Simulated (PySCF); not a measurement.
These are PBE-D3(BJ)/def2-TZVP // PBE-D3(BJ)/def2-SVP (PySCF) values and carry that method's errors. All species are isolated molecules in the gas phase. Excitations are Tamm–Dancoff values on a coarser integration grid. The basis has no diffuse functions, so Rydberg states are missing or too high.

Reference species (SMILES): `C#Cc1ccc([SiH3])c2ccsc12` (neutral, multiplicity 1).

* **LUMO**: -2.49 eV
* **HOMO**: -5.58 eV
* **HOMO–LUMO gap**: 3.08 eV
* **T1 excitation (TDA)**: 2.74 eV

After one change: the LUMO increases by 0.28 eV; the HOMO decreases by 0.05 eV; the HOMO–LUMO gap rises by 0.34 eV; the T1 excitation (TDA) goes up by 0.30 eV.

Question: Name the change that produced these shifts. The new species is one of these.
A) `C#Cc1cc2cc([SiH3])ccc2s1`
B) `C#Cc1cc([SiH3])c2sccc2c1`
C) `C#Cc1cc([SiH3])c2ccsc2c1`
D) `C#Cc1cc([SiH3])cc2sccc12`

Answer: B, `C#Cc1cc([SiH3])c2sccc2c1`
